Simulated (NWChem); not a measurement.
Species: CH4F2OSi; SMILES OC[SiH](F)F

```xyz
9

O      0.1202     2.1749     0.1551
C     -0.6203     1.1189    -0.4058
Si     0.0244    -0.4693     0.3413
F     -0.9618    -1.6635    -0.1265
F      1.4835    -0.8157    -0.2571
H     -0.1632     3.0030    -0.2443
H     -0.5189     1.0479    -1.5085
H     -1.7083     1.1886    -0.1963
H      0.1140    -0.4687     1.8176
```
Atoms are numbered in this order, from 1.

Computed with NWChem. Pople sets run with spherical d functions. The geometry was optimised at PBE0/def2-SVP.

Question: Taking PBE/6-311++G** as the yardstick, which of these has the fewest basis functions while keeping “dipole (D)” within 0.2 D of it: PBE/6-311G**; PBE/STO-3G; PBE/3-21G; PBE/6-31+G*; PBE/6-31G*?

Answer: PBE/3-21G (a larger set in the list lies outside the tolerance).
```csv
level,basis functions,dipole (D),relative time (rough)
PBE/STO-3G,33,1.46,1
PBE/3-21G,57,2.94,1
PBE/6-31G*,82,2.73,3
PBE/6-31+G*,102,2.98,5
PBE/6-311G**,122,2.91,5
PBE/6-311++G**,146,3.00,9
```

The yardstick is one finite set, not the basis-set limit.
